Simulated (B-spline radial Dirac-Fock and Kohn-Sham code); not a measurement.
Rb 3s: cross section and angular parameters

System: the free rubidium atom, [Kr] 5s1; threshold 326.7 eV (tabulated edge). Model: Dirac-Hartree-Slater photoionisation with a Latter tail; cross sections with all multipoles, angular parameters from the dipole term and its interference with E2. Program: a radial atomic solver.

For linearly polarised light dσ/dΩ = σ/(4π) [1 + β P₂(cos θ) + (δ + γ cos²θ) sin θ cos φ], with θ from the polarisation vector and φ the angle between the beam and the projection of the electron momentum on the plane normal to the polarisation.

| hν (eV) | σ (kb) | β | γ |
| --- | --- | --- | --- |
| 400 | 165 | 1.994 | 0.469 |
| 464 | 141 | 1.995 | 0.443 |
| 499 | 130 | 1.995 | 0.418 |
| 800 | 67.6 | 1.997 | 0.200 |
| 827 | 64.3 | 1.997 | 0.184 |
| 961 | 50.9 | 1.997 | 0.114 |
| 1300 | 30.9 | 1.997 | -0.004 |
| 1486.9 | 24.4 | 1.998 | -0.042 |
| 1580 | 21.9 | 1.998 | -0.055 |
| 2330 | 10.7 | 1.998 | -0.075 |
| 2360 | 10.5 | 1.998 | -0.073 |
| 3160 | 5.95 | 1.998 | 0.002 |
| 3810 | 4.09 | 1.998 | 0.091 |
| 4370 | 3.09 | 1.998 | 0.177 |
| 5570 | 1.86 | 1.998 | 0.374 |
| 6000 | 1.58 | 1.998 | 0.444 |
| 6660 | 1.26 | 1.998 | 0.551 |
| 8047.8 | 0.829 | 1.998 | 0.768 |
| 8630 | 0.708 | 1.998 | 0.856 |
| 9251.7 | ? | ? | ? |
| 13300 | 0.258 | 1.997 | 1.492 |
| 15000 | 0.193 | 1.997 | 1.695 |

Q: Give the values at Ga Kα (9251.7 eV).

A: σ = 0.605 kb, β = 1.997, γ = 0.947. For an s subshell δ is negligible.

Values without a named source are computed, but for edge energies of neutral atoms, which are taken from tables.
